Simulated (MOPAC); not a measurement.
Input file for MOPAC: PM6 on BeFHO (SMILES [OH][Be][F]), a point of a bond scan (R = 1.908 Å).

```
PM6 1SCF PRECISE CHARGE=0 THREADS=1
BeFHO

Be     0.02934244 1     0.01481768 1    -0.02556009 1
F      0.98280109 1     0.52800817 1    -0.89505489 1
O     -0.99864586 1    -0.46736623 1     0.82454057 1
H     -0.94817946 1    -1.67746251 1     2.29827907 1
```

Output:

```
*******************************************************************************
 **                                                                           **
 **                              MOPAC v23.2.5                                **
 **                                                                           **
 *******************************************************************************
 ** MOPAC's Digital Object Identifier: https://doi.org/10.5281/zenodo.6511958 **
 **                                                                           **
 ** Please cite the open-source release paper for use of this MOPAC version:  **
 ** J. E. Moussa and J. J. P. Stewart (2026)                                  **
 ** MOPAC: An open-source semiempirical molecular orbital program             **
 ** J. Open Source Softw., 11(119), 8025, https://doi.org/10.21105/joss.08025 **
 *******************************************************************************

                              PM6 CALCULATION RESULTS

 *******************************************************************************
 *  PM6        - The PM6 Hamiltonian to be used
 *
 *
 *
 *                 CHARGE ON SYSTEM = 0
 *
 *
 *
 *  PRECISE    - TIGHTER CRITERIA TO BE USED
 *  1SCF       - DO 1 SCF AND THEN STOP
 *  THREADS=1  - MULTI-THREADING NOT USED
 *  T=         - A TIME OF 172800.0 SECONDS REQUESTED
 *  DUMP=N     - RESTART FILE WRITTEN EVERY 7200.0 SECONDS REQUESTED
 *******************************************************************************
PM6 1SCF PRECISE CHARGE=0 THREADS=1
 BeFHO

   ATOM   CHEMICAL          X               Y               Z
  NUMBER   SYMBOL      (ANGSTROMS)     (ANGSTROMS)     (ANGSTROMS)

     1      Be          0.02934244  *   0.01481768  *  -0.02556009  *
     2       F          0.98280109  *   0.52800817  *  -0.89505489  *
     3       O         -0.99864586  *  -0.46736623  *   0.82454057  *
     4       H         -0.94817946  *  -1.67746251  *   2.29827907  *



          CARTESIAN COORDINATES

    NO.       ATOM           X           Y           Z

     1        Be          0.0293      0.0148     -0.0256
     2         F          0.9828      0.5280     -0.8951
     3         O         -0.9986     -0.4674      0.8245
     4         H         -0.9482     -1.6775      2.2983

 General Reference for PM6:
 "Optimization of Parameters for Semiempirical Methods V: Modification of NDDO Approximations
 and Application to 70 Elements", J. J. P. Stewart, J. Mol. Mod., 13, 1173-1213 (2007)
 URL: https://link.springer.com/article/10.1007/s00894-007-0233-4

           Empirical Formula: H O Be F  =     4 atoms



      MOLECULAR POINT GROUP   :   Cs


      RHF CALCULATION, NO. OF DOUBLY OCCUPIED LEVELS = 8


 -------------------------------------------------------------------------------
 PM6 1SCF PRECISE CHARGE=0 THREADS=1
 BeFHO



     1SCF WAS SPECIFIED, SO BFGS WAS NOT USED
     SCF FIELD WAS ACHIEVED


                              PM6 CALCULATION
                                                       MOPAC v23.2.5 Linux




          FINAL HEAT OF FORMATION =        -42.25666 KCAL/MOL =    -176.80185 KJ/MOL


          COSMO AREA              =         84.70 SQUARE ANGSTROMS
          COSMO VOLUME            =         64.79 CUBIC ANGSTROMS

          IONIZATION POTENTIAL    =         10.938800 EV
          HOMO LUMO ENERGIES (EV) =        -10.939 -2.403
          NO. OF FILLED LEVELS    =          8
          MOLECULAR WEIGHT        =         45.0179         POINT GROUP:  Cs

          MOLECULAR DIMENSIONS (Angstroms)

            Atom       Atom       Distance
            H     4    F     2     4.33476
            O     3    H     4     0.90563
            O     3   Be     1     0.00000


          SCF CALCULATIONS        =          1





   ATOM   CHEMICAL          X               Y               Z
  NUMBER   SYMBOL      (ANGSTROMS)     (ANGSTROMS)     (ANGSTROMS)

     1      Be          0.02934244  *   0.01481768  *  -0.02556009  *
     2       F          0.98280109  *   0.52800817  *  -0.89505489  *
     3       O         -0.99864586  *  -0.46736623  *   0.82454057  *
     4       H         -0.94817946  *  -1.67746251  *   2.29827907  *

                             CARTESIAN COORDINATES

   1   Be        0.029342440     0.014817680    -0.025560090
   2    F        0.982801090     0.528008170    -0.895054890
   3    O       -0.998645860    -0.467366230     0.824540570
   4    H       -0.948179460    -1.677462510     2.298279070


           Empirical Formula: H O Be F  =     4 atoms



      MOLECULAR POINT GROUP   :   Cs


                  EIGENVALUES
 -38.26261 -25.21935 -14.35859 -14.16705 -14.16156 -12.99661 -11.39423 -10.93880
  -2.40324   3.74283   4.83984   4.99131   7.74818


              NET ATOMIC CHARGES AND DIPOLE CONTRIBUTIONS

  ATOM NO.   TYPE          CHARGE      No. of ELECS.   s-Pop       p-Pop
    1         Be           0.708618        1.2914     0.47370     0.81768
    2          F          -0.463877        7.4639     1.93529     5.52858
    3          O          -0.842258        6.8423     1.80261     5.03965
    4          H           0.597517        0.4025     0.40248
 DIPOLE           X         Y         Z       TOTAL
 POINT-CHG.    -0.771    -4.050     5.168     6.610
 HYBRID         0.229     0.114    -0.197     0.323
 SUM           -0.542    -3.936     4.970     6.363


          ATOMIC ORBITAL ELECTRON POPULATIONS

     Atom    s        px        py        pz
    1 Be   0.47370   0.29649   0.22386   0.29733
    2  F   1.93529   1.80157   1.90194   1.82507
    3  O   1.80261   1.70331   1.70896   1.62738
    4  H   0.40248

 **********************
 *                    *
 * JOB ENDED NORMALLY *
 *                    *
 **********************




 == MOPAC DONE ==
```

The run finished.

Cost: about 0.020 core-seconds (a rough figure).
